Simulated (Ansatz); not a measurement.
Reaction (ligand exchange at the Si–C bond): `[OH][GeH2][C]#C[SiH](O)F` + H₂S → `O[SiH](F)S` + `C#[C][GeH2][OH]`

Isolated molecules relaxed with PBE0-D4/def2-TZVP in Ansatz; ΔE leaves out vibrations. CBS: MP2 limit from def2 TZ/QZ plus the TZ coupled-cluster correction, frozen cores. This one scheme is used for every species. Functionals use def2-TZVPP. For Ge outer-core shells are correlated without core-valence functions, which leaves a few kJ/mol of doubt a bond. Scalar relativity is left out up to krypton. One conformer a species, not always the lowest.

```json
{"level": "PBE-D4", "ΔE (kcal/mol)": "-5.1", "difference from CCSD(T)/CBS": "-0.6"}
{"level": "r2SCAN-D4", "ΔE (kcal/mol)": "-4.8", "difference from CCSD(T)/CBS": "-0.3"}
{"level": "PBE0-D4", "ΔE (kcal/mol)": "-5.1", "difference from CCSD(T)/CBS": "-0.6"}
{"level": "ωB97X-V", "ΔE (kcal/mol)": "-4.9", "difference from CCSD(T)/CBS": "-0.4"}
{"level": "B2PLYP", "ΔE (kcal/mol)": "-3.8", "difference from CCSD(T)/CBS": "0.7"}
{"level": "PBE", "ΔE (kcal/mol)": "-5.1", "difference from CCSD(T)/CBS": "-0.6"}
{"level": "MP2/def2-TZVPP", "ΔE (kcal/mol)": "-3.8", "difference from CCSD(T)/CBS": "0.7"}
{"level": "HF/def2-QZVPP", "ΔE (kcal/mol)": "-3.3", "difference from CCSD(T)/CBS": "1.2"}
{"level": "SCS-MP2/def2-QZVPP", "ΔE (kcal/mol)": "-3.7", "difference from CCSD(T)/CBS": "0.8"}
{"level": "CCSD/CBS(def2)", "ΔE (kcal/mol)": "-4.5", "difference from CCSD(T)/CBS": "0.0"}
{"level": "CCSD(T)/CBS", "ΔE (kcal/mol)": "-4.5", "difference from CCSD(T)/CBS": "0"}
```

Largest T1 diagnostic among the species: 0.012.
